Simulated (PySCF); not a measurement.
C12H8. Atoms are numbered in the order given.

```xyz
20

C      0.0000    -0.6960     3.1272
C      0.0000     0.6960     3.1272
C      0.0000     1.4474     1.9193
C      0.0000     0.7145     0.7559
C      0.0000    -0.7145     0.7559
C      0.0000    -1.4474     1.9193
C      0.0000    -0.7145    -0.7559
C      0.0000    -1.4474    -1.9193
C      0.0000    -0.6960    -3.1272
C      0.0000     0.6960    -3.1272
C      0.0000     1.4474    -1.9193
C      0.0000     0.7145    -0.7559
H      0.0000    -1.2270     4.0823
H      0.0000     1.2270     4.0823
H      0.0000     2.5393     1.9394
H      0.0000    -2.5393     1.9394
H      0.0000    -2.5393    -1.9394
H      0.0000    -1.2270    -4.0823
H      0.0000     1.2270    -4.0823
H      0.0000     2.5393    -1.9394
```
Charge 0, spin multiplicity 1.

Coordinates come from a B3LYP-D3(BJ)/def2-SVP optimisation.

These are TDA-LC-ωPBE/def2-SVP (PySCF 2.14.0) values and carry that method's errors.

Vertical excitations.  State labels are in the subgroup D2h.

Computed lowest excited states:
```json
[
 {"state": "S1", "symmetry": "B3g", "energy (eV)": "3.95", "λ (nm)": "314", "f": "0.000", "main pairs": "HOMO→LUMO 95 %"},
 {"state": "S2", "symmetry": "B1u", "energy (eV)": "4.53", "λ (nm)": "274", "f": "0.120", "main pairs": "HOMO→LUMO+1 67 %, HOMO−1→LUMO 27 %"},
 {"state": "S3", "symmetry": "Ag", "energy (eV)": "5.69", "λ (nm)": "218", "f": "0.000", "main pairs": "HOMO−2→LUMO 47 %, HOMO→LUMO+3 30 %, HOMO−3→LUMO+1 14 %, HOMO−1→LUMO+2 9 %"},
 {"state": "S4", "symmetry": "B1u", "energy (eV)": "6.32", "λ (nm)": "196", "f": "2.025", "main pairs": "HOMO−1→LUMO 67 %, HOMO→LUMO+1 27 %"},
 {"state": "S5", "symmetry": "B2u", "energy (eV)": "6.77", "λ (nm)": "183", "f": "0.001", "main pairs": "HOMO−2→LUMO+1 37 %, HOMO→LUMO+2 37 %, HOMO−3→LUMO 15 %, HOMO−1→LUMO+3 7 %"},
 {"state": "S6", "symmetry": "B3g", "energy (eV)": "6.79", "λ (nm)": "183", "f": "0.000", "main pairs": "HOMO−1→LUMO+1 90 %"},
 {"state": "T1", "symmetry": "B3g", "energy (eV)": "2.56", "λ (nm)": "485", "f": "0", "main pairs": "HOMO→LUMO 85 %"},
 {"state": "T2", "symmetry": "B1u", "energy (eV)": "3.62", "λ (nm)": "342", "f": "0", "main pairs": "HOMO→LUMO+1 88 %"}
]
```
Triplets are in the Tamm–Dancoff approximation.
